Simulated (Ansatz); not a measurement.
Reactions of `[OH][InH][F]`.

Computed with Ansatz on PBE0-D4/def2-TZVP structures; ΔE is electronic, products minus reactants. CCSD(T)/CBS adds triple-zeta CCSD(T) − MP2 to the extrapolated MP2 energy (def2 sets, frozen cores). This one scheme is used for every species, atoms too. DFT in def2-TZVPP. B3LYP here is the variant with VWN-RPA as its local correlation; programs differ in this. No spin–orbit coupling; open shells (•) take unrestricted orbitals. Spin–orbit coupling would lower the free atoms: a little for F, O; strongly for In. def2 core potentials past Kr. For In outer-core shells are correlated without core-valence functions, so the limit isn't a true one: a few kJ/mol of doubt a bond, and 10 to 20 or more in all where bonds break to atoms. One conformer a species, not always the lowest.

| reaction | HF/CBS(def2) (eV) | B3LYP-D4 (eV) | CCSD/CBS(def2) (eV) | ωB97X-V (eV) | CCSD(T)/CBS(def2) (eV) |
| --- | --- | --- | --- | --- | --- |
| `[OH][InH][F]` + H• → `[O][InH][F]`• + H₂ | 0.08 | 0.38 | 0.59 | 0.53 | 0.66 |
| `[OH][InH][F]` + `CC(C)N` → `CC(C)[NH][InH][F]` + H₂O | 0.27 | 0.11 | 0.05 | 0.13 | 0.03 |
| `[OH][InH][F]` → `[F][InH]`• + `[OH]`• | 2.36 | 3.61 | 3.91 | 3.91 | 4.04 |
| `[OH][InH][F]` → F• + 2 H• + In• + O• | 9.67 | 14.62 | 14.82 | 15.00 | 15.15 |
| `[OH][InH][F]` + CH₃NH₂ → `C[NH][InH][OH]` + H–F | 0.79 | 0.61 | 0.52 | 0.63 | 0.49 |

Largest T1 diagnostic: 0.021, for `[F][InH]`•.
